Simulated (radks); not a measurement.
Spherical quantum dot in the effective-mass picture: electrons in a well V = -V0 / (1 + exp((r - R)/a)) with V0 = 26.2, R = 1.97, a = 0.078, all in effective atomic units (hartree* = m*/eps^2 hartree, bohr* = eps/m* bohr), one dielectric constant everywhere. Calculated with a radial shooting solver with Libxc functionals: non-relativistic Kohn-Sham, LDA (Slater exchange, Perdew-Wang correlation), spin-polarised, spherical densities. Levels are named by radial order and angular momentum (1s, 1p, 1d, 2s, ...), and open shells are averaged over m. Results are scaled to m* = 0.076 and eps = 5.1, for which hartree* = 79.51 meV and bohr* = 3.551 nm.

N = 28, configuration 1s2 1p6 1d10 1f(up 7, down 3). This is the lowest configuration that the search found. Occupied and some empty levels:

| level | occupation | eigenvalue (meV) | <r> (nm) |
|---|---|---|---|
| 1s up | 1 | -562.32 | 4.592 |
| 1s down | 1 | -556.73 | 4.574 |
| 1p up | 3 | -503.45 | 4.920 |
| 1p down | 3 | -497.28 | 4.912 |
| 1d up | 5 | -410.38 | 5.162 |
| 1d down | 5 | -403.88 | 5.159 |
| 1f up | 7 | -288.06 | 5.356 |
| 1f down | 3 | -281.39 | 5.355 |
| 2s up | 0 | -269.52 | 3.430 |
| 2s down | 0 | -266.81 | 3.436 |
| 1g up | 0 | -139.40 | 5.520 |
| 1g down | 0 | -132.65 | 5.520 |
| 2p up | 0 | -102.30 | 3.986 |
| 2p down | 0 | -98.880 | 3.985 |

Energy (meV): total -30245.8, kinetic 7792.0, external -55988, Hartree 19763, exchange-correlation -1812.4.

Electron density:

| r (nm) | n(r) (e/nm^3) |
|---|---|
| 0.736 | 0.002088 |
| 1.53 | 0.003497 |
| 2.32 | 0.006955 |
| 3.11 | 0.01377 |
| 3.90 | 0.02378 |
| 4.68 | 0.03221 |
| 5.48 | 0.02974 |
| 6.26 | 0.01426 |
| 7.06 | 0.002255 |
| 7.84 | 0.0001550 |
| 8.63 | 9.880e-06 |
| 9.42 | 6.772e-07 |
| 10.2 | 5.183e-08 |
